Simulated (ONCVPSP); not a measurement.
phosphorus, ONCV: configuration errors across variants

```json
{
  "Element": "P (Z = 15)",
  "Generator": "ONCVPSP 4.0.1",
  "Type": "optimised norm-conserving Vanderbilt (ONCV)",
  "Functional": "PBE",
  "Relativity": "scalar-relativistic",
  "Frozen core": "[Ne]",
  "Valence charge": "5",
  "Reference configuration": "3s2 3p3",
  "Partial waves": "3s: rc 1.65 bohr, ncon 4, nbas 8, qcut 4.1 1/bohr, 2 projectors, debl 3.2 Ha; 3p: rc 1.95 bohr, ncon 4, nbas 8, qcut 4.9 1/bohr, 2 projectors, debl 2.5 Ha; d scattering state at 0.42 Ha: rc 1.75 bohr, ncon 4, nbas 9, qcut 5.9 1/bohr, 1 projector",
  "Local potential": "polynomial inside 1.60 bohr (lpopt 1, dvloc0 2 Ha)",
  "Core correction": "none"
}
```

All-electron excitation energies from the reference (eV): (1) 3s2 3p2 9.730; (2) 3s2 3p1 28.877; (3) 3s2 3p0 58.616; (4) 3s1 3p0 110.621.

Errors AE − PS in meV (a dash: test not solved or not reliable):

```json
{"change": "base", "(1)": "-0.8", "(2)": "+1.8", "(3)": "+26", "(4)": "+167", "bound ghosts": "none", "GHOST(+) flags above zero": "none"}
{"change": "s: qcut 2.5", "(1)": "+0.3", "(2)": "+9.3", "(3)": "+53", "(4)": "+160", "bound ghosts": "none", "GHOST(+) flags above zero": "none"}
{"change": "s: qcut 3.6", "(1)": "-0.3", "(2)": "+5.1", "(3)": "+38", "(4)": "+167", "bound ghosts": "none", "GHOST(+) flags above zero": "none"}
{"change": "s: qcut 4.6", "(1)": "-1.0", "(2)": "-0.1", "(3)": "+19", "(4)": "+169", "bound ghosts": "none", "GHOST(+) flags above zero": "none"}
{"change": "s: qcut 4.9", "(1)": "-1.0", "(2)": "-0.4", "(3)": "+18", "(4)": "+171", "bound ghosts": "none", "GHOST(+) flags above zero": "none"}
{"change": "s: qcut 5.4", "(1)": "-1.1", "(2)": "-0.8", "(3)": "+16", "(4)": "+173", "bound ghosts": "none", "GHOST(+) flags above zero": "none"}
{"change": "s: qcut 6", "(1)": "-1.1", "(2)": "-1.1", "(3)": "+15", "(4)": "+174", "bound ghosts": "none", "GHOST(+) flags above zero": "none"}
```

Give the same row for: s: qcut 3.2.

0.0, +7.3, +46, +165; bound ghosts: none; GHOST(+) flags above zero: none.
